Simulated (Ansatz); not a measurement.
Basis-set series for C₇H₁₂, SMILES `CC#CCCCC`. The species carries charge 0 and has multiplicity 1. The structure was optimised at the PBE0-D4/def2-TZVP level. It is one conformer, not always the lowest.

```xyz
19

C    -1.463   -0.892    3.187
C    -0.984   -1.097    1.832
C    -0.592   -1.272    0.709
C    -0.098   -1.465   -0.647
C     0.848   -0.356   -1.109
C     0.189    1.011   -1.180
C     1.149    2.102   -1.619
H    -1.444    0.167    3.455
H    -2.491   -1.246    3.298
H    -0.844   -1.431    3.909
H     0.413   -2.432   -0.706
H    -0.950   -1.527   -1.335
H     1.706   -0.314   -0.429
H     1.242   -0.626   -2.095
H    -0.661    0.964   -1.871
H    -0.230    1.254   -0.198
H     1.564    1.891   -2.609
H     1.988    2.191   -0.923
H     0.654    3.075   -1.668
```

| functional | basis | functions | energy (Eh) | HOMO (eV) | LUMO (eV) |
| --- | --- | --- | --- | --- | --- |
| PBE0-D4 | def2-TZVPP | 385 | -273.68483 | -7.06 | 1.09 |
| PBE0-D4 | def2-QZVPP | 759 | -273.70008 | -7.08 | 0.70 |
| ωB97M-V | def2-TZVPP | 385 | -273.86769 | -9.31 | 2.55 |
| ωB97M-V | def2-QZVPP | 759 | -273.88230 | -9.32 | 1.82 |

Task: Give the rows for def2-SVP. (Best estimate.)

Result: Ansatz gave: 
```csv
functional,basis,functions,energy (Eh),HOMO (eV),LUMO (eV)
PBE0-D4,def2-SVP,158,-273.39034,-7.02,1.50
ωB97M-V,def2-SVP,158,-273.55558,-9.26,3.32
```

Positive LUMOs are unbound and depend on the basis.
